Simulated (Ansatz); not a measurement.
Basis-set extrapolation for `O[SiH]1OCO1` (PBE0-D4/def2-TZVP geometry, frozen core, the Gaussian-basis code of Ansatz). Multiplicity 1, RHF reference.

|  | def2-TZVPP | def2-QZVPP |
| --- | --- | --- |
| HF | -553.965196 | -553.987511 |
| MP2 correlation | -0.984121 | -1.061938 |
| CCSD(T) correlation | -1.040295 | not run |

Energies in hartree. Use E(X) = E(∞) + A·exp(−7.88·√X) for Hartree–Fock and E(X) = E(∞) + B·X^(−2.97) for correlation, with X = 3 and 4, and add CCSD(T) minus MP2 of the smaller set to the MP2 limit.

What is the CCSD(T) energy at the basis-set limit?

HF limit: -553.987511 + (-0.022315) × 0.13774 = -553.99058. MP2 limit: -1.061938 + (-0.077817) × 0.74074 = -1.11958. Higher-order term: -1.040295 − (-0.984121) = -0.05617. Total: -555.16633 hartree, 100.9 kcal/mol below CCSD(T)/def2-TZVPP.
